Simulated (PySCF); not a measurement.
C2H6O2Si, SMILES O[SiH]1COC1. Coordinates come from a PBE-D3(BJ)/def2-SVP optimisation. The structure was generated by enumeration, and PubChem lists no compound with its InChIKey, so it may never have been made. One conformer was computed; it need not be the lowest.

Computed equilibrium geometry at PBE-D3(BJ)/def2-SVP (PySCF confirms it by a frequency run) as Cartesian coordinates in Å, and its point group (one conformer of several):
point group Cs.
```xyz
11

O      2.0464     0.4464     0.0000
Si     0.5756    -0.3666     0.0000
C     -0.8505     0.1722    -1.1393
O     -1.7360    -0.0127     0.0000
C     -0.8505     0.1722     1.1393
H      2.8422    -0.1113     0.0000
H      0.8176    -1.8566     0.0000
H     -0.8139     1.2377    -1.4743
H     -1.1832    -0.4549    -1.9925
H     -1.1832    -0.4549     1.9925
H     -0.8139     1.2377     1.4743
```
